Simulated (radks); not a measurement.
Question: The mean radii <r> (bohr) of the occupied orbitals of an atom or ion are listed with their occupations. Method: scalar-relativistic Kohn-Sham, PBE, spin-polarised, spherical densities, point nucleus; computed with a radial shooting solver on a logarithmic mesh with Libxc functionals.

orbital  occ.      <r>
1s up       1  0.02781
1s down     1  0.02781
2s up       1   0.1198
2s down     1   0.1198
2p up       3   0.1048
2p down     3   0.1048
3s up       1   0.3221
3s down     1   0.3221
3p up       3   0.3202
3p down     3   0.3202
3d up       5   0.2968
3d down     5   0.2968
4s up       1   0.7646
4s down     1   0.7646
4p up       3   0.8211
4p down     3   0.8208
4d up       5   0.9715
4d down     5   0.9694
5s up       1    2.034
5s down     1    2.029
5p up       2    2.475
5p down     1    2.490

Name the element and its charge.

Answer: Z = 52, tellurium, charge +1: Te+ in [Kr] 4d10 5s2 5p(up 2, down 1). The 1s radius gives Z: for a bare nucleus <r> = (2 gamma + 1)/(2Z) with gamma = sqrt(1 - (Z/c)^2), 0.02741 bohr for Z = 52, and screening makes it slightly larger (0.02781 here). The occupations add up to 51, and the charge is Z minus that.
